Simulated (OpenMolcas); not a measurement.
neutral arsenic.

| Quantity | Value |
| --- | --- |
| Program | OpenMolcas 26.06 |
| Basis | ANO-RCC-VQZP [7s6p4d2f1g] |
| Scalar Hamiltonian | DKH2, point nucleus |
| Active space | 5 electrons in 8 orbitals (4s 4p 5s 5p) |
| State averaging | 2S+1 = 4 odd, 1 root; 2S+1 = 2 odd, 8 roots; 2S+1 = 4 even, 3 roots; 2S+1 = 2 even, 9 roots |
| Spin-orbit coupling | RASSI with atomic mean-field integrals over the reference wave functions, term energies averaged over their components |

Two sets of levels on these reference wave functions, in cm-1 above 4s2 4p3 4S* 3/2: one from CASSCF and one from SS-CASPT2, IPEA 0.25 Eh, imaginary shift 0.1 Eh (closed shells correlated: 3d).

```csv
Level,Set 1,Set 2
4s2 4p3 4S* 3/2,0.0,0.0
4s2 4p3 2D* 3/2,13780,11250
4s2 4p3 2D* 5/2,14130,11520
4s2 4p3 2P* 1/2,19330,18690
4s2 4p3 2P* 3/2,19710,18990
```

Q: Which set is which?

A: Set 2 is SS-CASPT2. Its levels of the other terms of 4s2 4p3 lie at 0.82 to 0.97 of the other set's values, as expected, since terms of lower spin or lower L gain more correlation energy than the Hund ground term. Against 4 measured levels (NIST Handbook of Basic Atomic Spectroscopic Data) the mean absolute deviation is 530 cm-1 with it and 2200 cm-1 without; single levels miss by up to 660 cm-1 with it.

CASPT2 breaks the degeneracy within a term, and the mean is taken; among the terms shown or strongly mixed into the levels shown the widest spread is 89 cm-1 (4s2 4p3 2D*, SS-CASPT2). The run also gave levels led by 4s2 4p2 5s, which use shells meant for correlation; these and all levels above them are left out. Without dynamic correlation excited terms often stand tens of per cent too high (terms of higher spin than the ground term too low), and those without a measured partner can miss by more than the paired ones (holds for CASSCF). Some levels mix across a computed gap that differs much from the measured one, so their mixing is not that of the real levels (holds for CASSCF). Measured partners are found by configuration, term and J. A level has none where our copy of the source lacks it or the pairing is in doubt (some pairs that miss far off the trend of their configuration count as doubtful), and it then counts in no deviation. Only configurations of the active space appear. The table leaves out levels that lie high or whose names do not pair safely across all columns.

* marks odd parity.
